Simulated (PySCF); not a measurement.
Field gradients at the hydrogen positions

Compound: C7H12.
Cartesian coordinates in Å at the GFN2-xTB level; atoms count from 1:
```xyz
19
C7H12 angstrom
C      2.0784    0.7100    0.8936
C      1.4253   -0.5447    0.3680
C      0.9777   -0.6098   -1.0787
C     -0.0136   -0.5402    0.0194
C     -1.2467   -1.2569    0.4189
C     -1.2194    0.2567    0.3398
C     -1.9771    0.9592   -0.7602
H      1.6124    1.5892    0.4550
H      1.9734    0.7673    1.9760
H      3.1403    0.7215    0.6525
H      1.8285   -1.4590    0.7913
H      1.0976   -1.5396   -1.6169
H      1.1240    0.2686   -1.6914
H     -1.2840   -1.7227    1.3936
H     -1.7999   -1.7937   -0.3392
H     -1.2224    0.7920    1.2840
H     -1.9073    0.3944   -1.6869
H     -1.5685    1.9543   -0.9312
H     -3.0283    1.0626   -0.4950
```

Level: PBE0/pcSseg-1 (PySCF, non-relativistic); Q(2H) = 0.00286 b; rigid geometry, the same for H and D, with no vibrational averaging.

Task: Rank these positions by the coupling χzz of a deuteron there, largest first.
A. H9 (methyl hydrogen)
B. H16 (methine hydrogen)
C. H14 (methylene hydrogen)

Result: C (222 kHz), B (215 kHz), A (211 kHz).

Task: What are Vzz, η and χzz (234.96 MHz × Q × Vzz) at all hydrogens?

Result: 
```csv
atom,bonded to,bond length (Å),Vzz (au),η,χzz (kHz)
H8,C1,1.087,0.3152,0.02,212
H9,C1,1.089,0.3136,0.02,211
H10,C1,1.089,0.3135,0.01,211
H11,C2,1.085,0.3196,0.08,215
H12,C3,1.081,0.3307,0.07,222
H13,C3,1.081,0.3308,0.07,222
H14,C5,1.081,0.3311,0.07,222
H15,C5,1.081,0.3300,0.07,222
H16,C6,1.085,0.3197,0.08,215
H17,C7,1.088,0.3145,0.02,211
H18,C7,1.089,0.3132,0.02,210
H19,C7,1.089,0.3133,0.01,211
```

Task: How does χzz go with the bond length over the 12 C–H bonds?

Result: A straight-line fit has a slope of -14.6 kHz for each 0.01 Å, with a correlation coefficient of -0.99, over lengths from 1.081 to 1.089 Å. The longer bonds have the smaller couplings here.

Task: Give the 2H NMR doublet splittings at H10 for a magnetic field along the z, y and x axes of the gradient: 3χ/2, 3χ(1 + η)/4, 3χ(1 − η)/4.

Result: With |χ| = 210.6 kHz and η = 0.015: 316, 160 and 156 kHz, to first order and without motion.

Isolated species at its GFN2-xTB geometry, gas phase. GFN2-xTB bond lengths can be off by several hundredths of an ångström, more for odd bonds, and the gradients follow them. A larger basis could move these couplings by a tenth or more.

These values come from a run that also computed NMR shieldings. On an Arm Neoverse V2 with one thread, no GPU (shared host), this took 23 s.
